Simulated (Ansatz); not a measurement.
C$_{4}$H$_{4}$F$_{6}$O, SMILES `FCC(F)C(F)(F)OC(F)F`. Charge 0, multiplicity 1.

```json
{"atom": "F1", "x (Å)": "-0.8960", "y (Å)": "2.3829", "z (Å)": "-1.6401"}
{"atom": "C2", "x (Å)": "-0.5256", "y (Å)": "1.6533", "z (Å)": "-0.5359"}
{"atom": "C3", "x (Å)": "-0.8145", "y (Å)": "0.1964", "z (Å)": "-0.7901"}
{"atom": "F4", "x (Å)": "0.0972", "y (Å)": "-0.3221", "z (Å)": "-1.6803"}
{"atom": "C5", "x (Å)": "-0.7509", "y (Å)": "-0.6388", "z (Å)": "0.4883"}
{"atom": "F6", "x (Å)": "-1.7382", "y (Å)": "-0.2489", "z (Å)": "1.3015"}
{"atom": "F7", "x (Å)": "-0.9575", "y (Å)": "-1.9338", "z (Å)": "0.1786"}
{"atom": "O8", "x (Å)": "0.4023", "y (Å)": "-0.5087", "z (Å)": "1.2240"}
{"atom": "C9", "x (Å)": "1.5752", "y (Å)": "-1.0415", "z (Å)": "0.7304"}
{"atom": "F10", "x (Å)": "2.3545", "y (Å)": "-0.0430", "z (Å)": "0.2810"}
{"atom": "F11", "x (Å)": "2.2083", "y (Å)": "-1.6104", "z (Å)": "1.7575"}
{"atom": "H12", "x (Å)": "0.5416", "y (Å)": "1.8016", "z (Å)": "-0.3575"}
{"atom": "H13", "x (Å)": "-1.0984", "y (Å)": "2.0046", "z (Å)": "0.3264"}
{"atom": "H14", "x (Å)": "-1.8146", "y (Å)": "0.0765", "z (Å)": "-1.2170"}
{"atom": "H15", "x (Å)": "1.4166", "y (Å)": "-1.7682", "z (Å)": "-0.0669"}
```

(1) What are the harmonic wavenumbers in cm⁻¹ at PBE0-D4/def2-TZVP (Ansatz, finite differences of forces, unscaled)? (Best estimate.)

(2) Is this a minimum?

(3) Give the ideal-gas thermochemistry at 298.15 K and 1 bar (rigid rotor, harmonic oscillator; point group C1, symmetry number 1).

## Answers

(1) The calculation gave: 48, 62, 85, 97, 162, 194, 234, 301, 347, 355, 434, 477, 522, 575, 592, 665, 730, 911, 933, 1086, 1127, 1128, 1138, 1149, 1167, 1181, 1247, 1277, 1296, 1334, 1381, 1391, 1434, 1443, 1487, 3079, 3097, 3142, 3152.

(2) Yes, all 39 modes are real.

(3) Zero-point energy 242.0 kJ/mol; H(298) − E = 271.9 kJ/mol; entropy 432.6 J/(mol·K), of which translation 173.8, rotation 127.3, vibration 131.5; G(298) − E = 143.0 kJ/mol. Modes under 100 cm⁻¹ are hindered rotations or soft bends, so the harmonic entropy is rough.
